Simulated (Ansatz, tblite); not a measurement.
Removing an electron: In₇As₆H₂₀⁻, a cluster cut from zinc blende InAs (hydrogen-capped). Charge -1, multiplicity 1. Geometry: PBE-D4/def2-SVP. Ansatz, gas phase; energy differences of separate SCF runs; the oxidised species was run as a doublet alone.

```csv
atom,x (Å),y (Å),z (Å)
In1,3.0418,-1.4089,-2.6098
In2,-1.3026,3.6632,3.0726
In3,1.7852,-0.2872,1.9463
In4,0.5613,2.0351,-1.3568
In5,-1.4695,-1.2543,-3.5427
In6,-2.2482,-0.7752,0.8041
In7,0.2367,-4.2167,-0.4514
As8,0.3214,3.6188,0.8983
As9,2.4288,0.3408,-0.5998
As10,0.6424,-2.6275,-2.5851
As11,-2.1858,1.1082,2.8288
As12,-0.0635,-2.1520,1.3165
As13,-1.6035,0.4937,-1.4418
H14,4.2817,-2.4847,-1.9975
H15,3.2366,-0.4331,-4.0542
H16,-2.6584,4.6889,2.6482
H17,-0.3323,3.8035,4.5162
H18,3.1387,-0.9741,2.8156
H19,0.8774,1.0978,2.5703
H20,0.7303,3.1735,-2.6749
H21,-1.0038,-0.3158,-4.9479
H22,-2.9203,-2.2355,-3.4735
H23,-3.8698,-1.4298,0.8652
H24,1.7140,-5.0539,-0.0196
H25,-1.3281,-5.0039,-0.5408
H26,1.7404,3.7290,1.4548
H27,0.2742,5.0582,0.3647
H28,3.6130,1.3080,-0.4690
H29,0.8278,-3.6697,-3.6970
H30,-1.6130,0.3686,4.0373
H31,-3.6232,1.1536,3.3679
H32,-0.4608,-2.7704,2.6635
H33,-2.7691,1.4519,-1.7083
```

In the def2 sets In takes a core potential; there is no spin–orbit coupling. The xTB rows come from tblite. B3LYP takes the VWN-RPA correlation. Single mean-field runs in def2-SVP are fitted with def2-universal-jkfit.

```csv
level,−HOMO (eV),vertical IE (eV),−LUMO (eV),HOMO–LUMO gap (eV)
B3LYP-D4/def2-SVP,3.81,5.13,-1.01,4.82
PBE0-D4/def2-SVP,4.03,5.20,-1.18,5.22
```

Task: Estimate the rows for GFN1-xTB, GFN2-xTB.

Result: 
```
   level  −HOMO (eV)  vertical IE (eV)  −LUMO (eV)  HOMO–LUMO gap (eV)
GFN1-xTB        6.86              8.24        3.87                2.99
GFN2-xTB        7.52              8.99        4.28                3.24
```

Relaxing the oxidised species (PBE-D4/def2-SVP) changes its energy by -0.73 eV at PBE0-D4/def2-SVP, so the adiabatic ionisation energy to this nearest minimum is 4.47 eV.  Run but left out: PBE-D4/def2-SVP (neutral doublet: an occupied level 0.01 eV above an empty one).  Raw xTB energy differences between charge states are shifted by several eV; the methods need an empirical correction for them.
